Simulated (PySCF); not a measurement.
B₂F₃, SMILES F[B]B(F)F, multiplicity 2. Geometry optimised at PBE-D3(BJ)/def2-SVP. The isomer is the one that the SMILES or the coordinates give; other isomers of the formula were not compared. Other conformers were not sampled.

Method: PBE-D3(BJ)/def2-SVP (PySCF).

Harmonic wavenumbers (cm⁻¹): 118, 202, 357, 398, 553, 656, 1178, 1341, 1486. Rotational constants (GHz): 9.747, 2.905, 2.280; symmetry number 1.

### Question
Work out the zero-point energy and the ideal-gas rigid-rotor harmonic-oscillator thermochemistry at 298.15 K and 1 atm.

### Answer
ZPE = ½ Σ hcν = ½ × 6289 cm⁻¹ = 8.99 kcal/mol. H − E(el) = 12.79 kcal/mol. Entropy in cal/(mol K): translation 39.00, rotation 26.01, vibration 8.33, spin 1.38, total 74.72. G − E(el) = -9.49 kcal/mol. Cp = 17.23 cal/(mol K). Modes under 150 cm⁻¹ make the vibrational entropy uncertain.
